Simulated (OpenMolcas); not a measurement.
# Fe: effect of the basis set

| Quantity | Value |
| --- | --- |
| Program | OpenMolcas |
| Method | MS-CASPT2, IPEA 0.25 Eh, imaginary shift 0.1 Eh (closed shells correlated: 3s 3p 4s) |
| Active space | 6 electrons in 5 orbitals (3d) |
| State averaging | 2S+1 = 5 even, 5 roots; 2S+1 = 3 even, 45 roots; 2S+1 = 1 even, 50 roots (35 in the spin-orbit step) |
| Spin-orbit coupling | state interaction with AMFI integrals over the reference wave functions, term energies averaged over their components |

A. ANO-R1 [5s4p2d1f], X2C, finite nucleus; CASPT2 step about 7 core-seconds
B. ANO-L-VTZP [6s5p3d2f1g], non-relativistic, point nucleus; CASPT2 step about 20 core-seconds
C. ANO-RCC-VTZP [6s5p3d2f1g], DKH2, point nucleus; CASPT2 step about 17 core-seconds
D. ANO-R2 [6s5p4d2f1g], X2C, finite nucleus; CASPT2 step about 20 core-seconds
E. ANO-RCC-VQZP [7s6p4d3f2g1h], DKH2, point nucleus; CASPT2 step of the order of 50 core-seconds
F. ANO-R3 [7s5p5d3f2g1h], X2C, finite nucleus; CASPT2 step about 30 core-seconds

Energies in eV above 3d6 4s2 5D4, the measured ground level; measured values from NIST Handbook of Basic Atomic Spectroscopic Data.

```json
{"Level": "3d6 4s2 5D4", "A": "0.0000", "B": "0.0000", "C": "0.0000", "D": "0.0000", "E": "0.0000", "F": "0.0000", "Measured": "0.0000"}
{"Level": "3d6 4s2 5D3", "A": "0.0530", "B": "0.0539", "C": "0.0530", "D": "0.0529", "E": "0.0529", "F": "0.0531", "Measured": "0.0516"}
{"Level": "3d6 4s2 5D2", "A": "0.0902", "B": "0.0917", "C": "0.0902", "D": "0.0900", "E": "0.0899", "F": "0.0901", "Measured": "0.0873"}
{"Level": "3d6 4s2 5D1", "A": "0.1141", "B": "0.1159", "C": "0.1141", "D": "0.1138", "E": "0.1137", "F": "0.1139", "Measured": "0.1101"}
{"Level": "3d6 4s2 5D0", "A": "0.1258", "B": "0.1278", "C": "0.1258", "D": "0.1254", "E": "0.1253", "F": "0.1256", "Measured": "0.1213"}
{"Level": "3d6 4s2 3P2(1)", "A": "2.293", "B": "2.278", "C": "2.269", "D": "2.214", "E": "2.198", "F": "2.181", "Measured": "2.2786"}
{"Level": "3d6 4s2 3P1(1)", "A": "2.447", "B": "2.435", "C": "2.423", "D": "2.368", "E": "2.352", "F": "2.336", "Measured": "2.4242"}
{"Level": "3d6 4s2 3P0(1)", "A": "2.513", "B": "2.501", "C": "2.488", "D": "2.433", "E": "2.417", "F": "2.401", "Measured": "2.4844"}
{"Level": "3d6 4s2 3H6", "A": "2.528", "B": "2.422", "C": "2.400", "D": "2.373", "E": "2.331", "F": "2.320", "Measured": "2.4041"}
{"Level": "3d6 4s2 3H5", "A": "2.554", "B": "2.449", "C": "2.426", "D": "2.399", "E": "2.357", "F": "2.346", "Measured": "2.4327"}
{"Level": "3d6 4s2 3H4", "A": "2.572", "B": "2.468", "C": "2.445", "D": "2.418", "E": "2.376", "F": "2.365", "Measured": "2.4534"}
{"Level": "3d6 4s2 3F4(1)", "A": "2.634", "B": "2.569", "C": "2.552", "D": "2.501", "E": "2.479", "F": "2.462", "Measured": "2.5592"}
{"Level": "3d6 4s2 3F3(1)", "A": "2.660", "B": "2.596", "C": "2.579", "D": "2.527", "E": "2.506", "F": "2.489", "Measured": "2.5881"}
{"Level": "3d6 4s2 3F2(1)", "A": "2.679", "B": "2.615", "C": "2.598", "D": "2.546", "E": "2.525", "F": "2.508", "Measured": "2.6085"}
{"Level": "3d6 4s2 3G5", "A": "3.100", "B": "2.969", "C": "2.940", "D": "2.904", "E": "2.867", "F": "2.858", "Measured": "2.9488"}
{"Level": "3d6 4s2 3G4", "A": "3.145", "B": "3.016", "C": "2.987", "D": "2.950", "E": "2.914", "F": "2.904", "Measured": "2.9904"}
{"Level": "3d6 4s2 3G3", "A": "3.167", "B": "3.037", "C": "3.008", "D": "2.971", "E": "2.935", "F": "2.925", "Measured": "3.0176"}
{"Level": "3d6 4s2 1I6", "A": "3.843", "B": "3.675", "C": "3.641", "D": "3.601", "E": "3.541", "F": "3.523", "Measured": "3.6343"}
{"Level": "3d6 4s2 3D1", "A": "3.866", "B": "3.702", "C": "3.669", "D": "3.617", "E": "3.594", "F": "3.576", "Measured": "3.6352"}
{"Level": "3d6 4s2 3D2", "A": "3.867", "B": "3.705", "C": "3.672", "D": "3.620", "E": "3.596", "F": "3.579", "Measured": "3.6398"}
{"Level": "3d6 4s2 1G4", "A": "3.881", "B": "3.766", "C": "3.736", "D": "3.687", "E": "3.638", "F": "3.621", "Measured": "3.6946"}
{"Level": "3d6 4s2 3D3", "A": "3.884", "B": "3.720", "C": "3.687", "D": "3.635", "E": "3.611", "F": "3.594", "Measured": "3.6416"}
{"Level": "3d6 4s2 1S0", "A": "4.285", "B": "4.184", "C": "4.157", "D": "4.073", "E": "4.048", "F": "4.022", "Measured": ""}
{"Level": "3d6 4s2 1D2", "A": "4.486", "B": "4.387", "C": "4.354", "D": "4.285", "E": "4.255", "F": "4.232", "Measured": "4.2944"}
```

Deviations, from unrounded energies. A percentage is the sum of absolute deviations over the sum of measured energies, with the sign that they share, or ± where signs differ.

```json
{"Against measurement": "mean absolute deviation (cm-1)", "Levels": "22", "A": "880", "B": "220", "C": "120", "D": "250", "E": "460", "F": "560"}
{"Against measurement": "fine structure of the ground term (%)", "Levels": "4", "A": "+3.5", "B": "+5.2", "C": "+3.5", "D": "+3.2", "E": "+3.1", "F": "+3.4"}
{"Against measurement": "other terms of the ground configuration (%)", "Levels": "18", "A": "+4.4", "B": "±1.1", "C": "±0.6", "D": "-1.3", "E": "-2.3", "F": "-2.8"}
```

C lies closest to measurement on these levels and A furthest from it. The largest miss of C in the table is 3d6 4s2 1D2, by +480 cm-1. The ranking rests on the paired levels alone, and a cruder setting can come out closer through cancelling errors.

The two smallest mean deviations differ by little beside CASPT2's spread within terms, so their order carries little weight.

Among A to F the level of the table that moves most is 3d6 4s2 1I6, by 2600 cm-1 (lowest in F, highest in A). Moves below CASPT2's spread within the term are not significant.

CASPT2 does not keep the components of a term degenerate, so their means are used; among the terms shown or strongly mixed into the levels shown the widest spread is 1500 cm-1 (3d6 4s2 1I, A). Some high roots are left out of the spin-orbit mixing, which shifts the levels that they would mix with. With the s shell closed, the reference lacks s² → p², s² → d² and s → d mixing, so excited terms can stand far too high and out of order, with CASPT2 too. The CASPT2 spread within a term exceeds the gap to the next term for 3d6 4s2 1I and 3d6 4s2 1G, 3d6 4s2 1G and 3d6 4s2 3D, so the order of their levels is uncertain (figures for A; the like holds for B, C, D, E, F). Some levels mix across a computed gap that differs much from the measured one, so their mixing is not that of the real levels (holds for A). Computed and measured levels are paired by configuration, term and J; levels that our copy of the source lacks, or whose pairing is in doubt (as where it misses far off the trend of its configuration), stay unpaired and out of the deviations. Levels of configurations outside the active space are missing. The table leaves out levels that lie high or whose names do not pair safely across all columns.

A number in round brackets counts repeated terms of one configuration in the order of the reference energies.
